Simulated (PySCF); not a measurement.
How methods differ on the excitation energy of Sr

Sr [Kr] 5s2 (1S) → Sr [Kr] 5p2 (3P), as a difference of total energies. Computed with PySCF 2.14 in def2-QZVPPD with the def2 core potential (28 electrons), with a scalar-relativistic core potential. Correlated levels: valence: 4s2 4p6 frozen; valence and next inner shell: nothing frozen outside the core potential. The calculations carry no spin-orbit coupling.

```tsv
method	excitation energy (cm⁻¹)
UHF	31287
LDA	36241
PBE	33538
r2SCAN	31517
CAM-B3LYP	38074
TPSSh	32393
PW91	33737
B2PLYP	36228
MP2 (valence)	34416
SCS-MP2 (valence)	35878
SCS-MP2 (valence and next inner shell)	38658
```

Q: Estimate what MP2 (valence and next inner shell) gives.

A: 37905 cm⁻¹, closest to CAM-B3LYP among the rows shown.

Q: Estimate what PBE0 gives.

A: 33786 cm⁻¹, closest to PW91 among the rows shown.

Errors of the correlated levels include the incompleteness of this basis and the frozen core.

For comparison: 35530 cm⁻¹ (measured; NIST levels, between the centres of gravity of the two terms).
